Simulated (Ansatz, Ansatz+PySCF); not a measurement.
```yaml
atoms:
  - { symbol: H, position_ang: [0.0000, 0.0000, 0.0000] }
  - { symbol: H, position_ang: [0.0000, 0.0000, 1.0000] }
  - { symbol: H, position_ang: [0.0000, 0.0000, 2.0000] }
  - { symbol: H, position_ang: [0.0000, 0.0000, 3.0000] }
```

Basis set: cc-pVDZ (spherical functions). All electrons are correlated. Charge 0, multiplicity 1.

Computed with Ansatz (development build ahead of 0.2.0); each method stands on the lowest determinant of its kind that the runs found. Restricted open shells among the atoms or ions are ROHF, correlated in semicanonical orbitals with singles. Restricted functionals stand beside restricted open-shell atoms, which can lie above the unrestricted atoms usual in DFT and then raise those values.

Problem. Give the atomization energy at this shape (free ground-state atoms in the same class of orbitals less the molecule, no zero-point energy) of singlet H₄ by r²SCAN (restricted), PBE (restricted), PBE0 (unrestricted), ωB97X (restricted), RHF-CCSD(T), RHF-MP2, RHF.

Solution.

```json
{"method": "r²SCAN (restricted)", "atomization energy": "716.0 kJ/mol"}
{"method": "PBE (restricted)", "atomization energy": "710.0 kJ/mol"}
{"method": "PBE0 (unrestricted)", "atomization energy": "686.5 kJ/mol"}
{"method": "ωB97X (restricted)", "atomization energy": "683.1 kJ/mol"}
{"method": "RHF-CCSD(T)", "atomization energy": "673.9 kJ/mol"}
{"method": "RHF-MP2", "atomization energy": "614.7 kJ/mol"}
{"method": "RHF", "atomization energy": "444.7 kJ/mol"}
```

Caution for RHF-CCSD(T), RHF-MP2: bonds are stretched, where a single reference can fail.
